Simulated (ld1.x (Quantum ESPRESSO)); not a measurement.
**cobalt: one change to a TM potential, before and after**

cobalt, norm-conserving Troullier–Martins (Kleinman–Bylander form), made with ld1.x (Quantum ESPRESSO) 7.5 (PBE, scalar-relativistic). Core [Ar], reference 3d7 4s2 4p0. Waves: 4s (bound): rc 2.10 bohr; 4p (bound, empty): rc 2.80 bohr; 3d (bound): rc 1.60 bohr. Local part: all-electron potential smoothed inside 2.60 bohr (lloc = -1). Core correction: none.

Change: local potential the d channel.

Cutoffs: the cutoffs (Ry, on a coarse ladder) from which the occupation-weighted sum of valence levels, in a spherical-Bessel basis at the reference potential, stays within 10 and 1 mRy of its value at 400 Ry; they do not see the model core or the augmentation charge, which bear on the density cutoff. Errors are all-electron minus pseudo energies relative to the spin-unpolarised reference configuration.

Task: Predict the effect on cutoff, ghosts and configuration errors.

Result: The potential gets neither clearly harder nor softer (100 Ry and 180 Ry → 100 Ry and 180 Ry); a bound ghost appears in p, s, which as a rule spoils a file; the number of tests that count goes from 7 to 6; of the 6 tests that both files solve, the error grows in 1 and shrinks in 1 by more than 15 % and 0.3 meV (median size 25.9 → 50.1 meV). In the separable form a ghost depends on how the local part lies against the semilocal potential of the channel, so the choice of the local part can create or remove one.

| quantity | base | changed |
| --- | --- | --- |
| cutoff, loose | 100 Ry | 100 Ry |
| cutoff, tight | 180 Ry | 180 Ry |
| loose cutoff by channel (10 mRy a level) | s 8 Ry, d 90 Ry | s 6 Ry, d 90 Ry |
| bound ghosts | none | s, p |
| tests counted (converged, no solver errors) | 7 of 7 | 6 of 7 |
| error for 3d7 4s1 4p0, meV [ΔE 9.03 eV] | +6.1 | +6.7 |
| error for 3d7 4s0 4p0, meV [ΔE 25.82 eV] | +73 | +76 |
| error for 3d6 4s0 4p0, meV [ΔE 61.69 eV] | -25 | +82 |
| error for 3d5 4s0 4p0, meV [ΔE 117.04 eV] | -691 | -321 |
| error for 3d7 4s0 4p2, meV [ΔE 8.98 eV] | +17 | +16 |
| error for 3d7 4s0 4p1, meV [ΔE 14.40 eV] | +27 | +25 |
| s: phases at 3.04 bohr within 0.05 rad from the reference energy up to (Ry; the scan ends near 5) | 1.8 | 1.8 |
| p: phases at 3.04 bohr within 0.05 rad from the reference energy up to (Ry; the scan ends near 5) | 2.2 | 2.8 |
| d: phases at 3.04 bohr within 0.05 rad from the reference energy up to (Ry; the scan ends near 5) | 0.5 | 0.7 |

Changed file: Tests not counted: 3d6 4s2 4p1 (solver errors, printed error -3.0 eV). A true bound ghost makes a file unfit for plane-wave use even where its test errors are small: the radial tests pick states by their node count and pass the ghost by. Where a test does run into it, the solver fails or the error is huge.
